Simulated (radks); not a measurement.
Q: K III, configuration [Ne] 3s2 3p5. All-electron calculation, non-relativistic Kohn-Sham, PBE, spin-polarised, spherical densities, point nucleus; open shells are filled with parallel spins first. Program: a radial shooting solver on a logarithmic mesh with Libxc functionals. Some entries of the table are withheld. Estimate them.

orbital  occ.  eigenvalue (Ry)  <r> (bohr)  r(max) (bohr)
1s up       1        -259.3731     0.08155        0.05352
1s down     1        -259.3544     0.08155        0.05352
2s up       1        -27.47900      0.3898         0.3201
2s down     1        -27.46311      0.3897         0.3202
2p up       3        -22.30201      0.3511         0.2633
2p down     3        -22.27872      0.3510         0.2634
3s up       1         -4.15747         (1)          1.070
3s down     1         -4.06258         (2)          1.071
3p up       3         -2.92371       1.351          1.131
3p down     2         -2.83428       1.360          1.133
3d up       0         -1.16776       1.828          1.323
3d down     0         -1.10196       1.885          1.344
4s up       0         -1.02799       3.346          3.030

A: 
(1) 3s up <r> (bohr): 1.238
(2) 3s down <r> (bohr): 1.242
